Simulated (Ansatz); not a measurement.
Species: CH4BO2, net charge 0, doublet state. It need not be the lowest isomer of its formula. SMILES: CO[B]O
Geometry from a B3LYP-D3(BJ)/def2-TZVP (Ansatz, a quantum-chemistry and plane-wave program) optimisation:
```xyz
8

C      1.7675    -0.2895     0.0553
O      0.4689     0.1585    -0.3205
B     -0.6473    -0.1540     0.3502
O     -1.8563     0.3024    -0.0558
H      1.7279    -0.9121     0.9503
H      2.1900    -0.8626    -0.7700
H      2.3949     0.5817     0.2438
H     -2.5821     0.0130     0.5032
```
Charge 0, spin multiplicity 2.

Quantity: atomisation energy (electronic, to ground-state atoms), in eV. Correlated levels leave the core frozen unless marked. Open shells are spin-unrestricted. No spin-orbit coupling. No relativistic terms. The coupled-cluster limit lacks core correlation, which all-electron functionals hold. Basis-set limits of correlation are two-point, X^-3; Hartree-Fock from the larger set (for Q and 5 zeta extrapolated as (X+1)exp(-9√X)). The bracket is a focal-point correction in the basis named.

| level | program | atomisation energy (eV) | minus last row |
|---|---|---|---|
| PBE-D4/def2-TZVPD | Ansatz + dftd4 | 33.74 | 1.02 |
| PBE0/STO-3G | Ansatz | 36.68 | 3.96 |
| PBE0/def2-SVP | Ansatz | 33.15 | 0.43 |
| BHLYP-D3(BJ)/def2-TZVPD | Ansatz + dftd3 | 31.63 | -1.09 |
| r2SCANh/def2-TZVPD | Ansatz | 32.80 | 0.08 |
| CAM-B3LYP/def2-TZVPD | Ansatz | 32.99 | 0.27 |
| LC-wPBE/def2-TZVPD | Ansatz | 32.88 | 0.16 |
| RI-MP2/CBS(def2-TZVPP,def2-QZVPP) | Ansatz | 33.67 | 0.95 |
| SCS-MP2/STO-3G | Ansatz | 30.39 | -2.33 |
| CCSD/STO-3G | Ansatz | 30.52 | -2.20 |
| CCSD/6-31G* | Ansatz | 29.50 | -3.22 |
| CCSD/cc-pVDZ | Ansatz | 29.68 | -3.04 |
| CCSD/cc-pVTZ | Ansatz | 31.38 | -1.34 |
| RI-MP2/CBS(cc-pVTZ,cc-pVQZ)+[CCSD(T)-MP2]/cc-pVDZ | Ansatz | 32.83 | 0.11 |
| CCSD(T)/CBS(cc-pVQZ,cc-pV5Z) | Ansatz | 32.72 | 0.00 |
